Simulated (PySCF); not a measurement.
r2SCAN on Cr⁻ (chromium, charge -1), [Ar] 3d5 4s2, high-spin 6S determinant. Computed with PySCF 2.14 in aug-cc-pV5Z, with no relativity, point nucleus.

```
cycle= 1 E= -1044.44291622156  delta_E= -0.0142  |g|= 0.148  |ddm|= 7.08
cycle= 2 E= -1044.41548014163  delta_E= 0.0274  |g|= 0.351  |ddm|= 0.735
cycle= 3 E= -1044.44966099682  delta_E= -0.0342  |g|= 0.00898  |ddm|= 0.706
cycle= 4 E= -1044.44970513311  delta_E= -4.41e-05  |g|= 0.00871  |ddm|= 0.167
cycle= 5 E= -1044.44973770411  delta_E= -3.26e-05  |g|= 0.0016  |ddm|= 0.0623
cycle= 6 E= -1044.44973934486  delta_E= -1.64e-06  |g|= 0.000167  |ddm|= 0.0335
cycle= 7 E= -1044.4497393795  delta_E= -3.46e-08  |g|= 1.19e-05  |ddm|= 0.00425
cycle= 8 E= -1044.44973937985  delta_E= -3.45e-10  |g|= 1.24e-06  |ddm|= 0.00057
converged SCF energy = -1044.44973937985  <S^2> = 9.0100291  2S+1 = 6.0860592
```

Highest occupied orbital energy: 1.011 eV; ⟨L²⟩ = 0.00; populations by l: s 8.00, p 12.00, d 5.00, f 0.00.

Task: Can this result be used?

Result: With care. The calculation finished and met its thresholds. ⟨S²⟩ = 9.01 against 8.75 shows spin contamination. At r2SCAN the highest occupied level has a positive energy, so only the finite basis holds that electron; in a semilocal or global hybrid functional this comes from self-interaction and does not mean that the real anion is unbound.
